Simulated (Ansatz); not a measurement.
Input file for Ansatz (a quantum-chemistry and plane-wave program): R-PBE0/def2-TZVPPD on HCl (SMILES Cl) with ghost functions, monomers drawn apart or pushed together. Files ending in .json are basis or fitting sets from the Basis Set Exchange.

Ansatz 0.2 input:
```yaml
crystal:
  periodic: [false, false, false]
  atoms:
    - {symbol: Cl, position_ang: [-0.06853986, -0.33803311, -0.32481316]}
    - {symbol: H, position_ang: [-0.67544480, -1.32229006, 0.22906320]}
basis:
  gaussian:
    orbitals: def2-TZVPPD.json
    ghost_atoms:
      - {symbol: Si, position_ang: [0.10333033, 0.57503625, 6.39460399]}
      - {symbol: H, position_ang: [0.91922657, 1.68456177, 5.85773765]}
      - {symbol: H, position_ang: [-1.27767593, 0.66609876, 5.86962140]}
      - {symbol: H, position_ang: [0.06812382, 0.65265462, 7.87337345]}
      - {symbol: H, position_ang: [0.69295132, -0.72187518, 5.99124874]}
hamiltonian:
  xc: {name: PBE0}
scf: {lower_state_search: off}
```

The head of its log:

```
Functional definition: PBE0
[...]
these checks for a lower state are left out or cut short: stability, starts, cluster_reference, orbital_swaps, neighbouring_geometries, increment
integrals: 0.07 GiB planned
903 factors; their error is unknown
mean field: 0.60 GiB planned
mean field evaluation 1: about -12535.1223 eV, gradient 9.5e0 eV
mean field evaluation 2: about -12535.1948 eV, gradient 9.0e0 eV
```

Task: Give the final energy of this run.

Result: -460.6667 hartree.
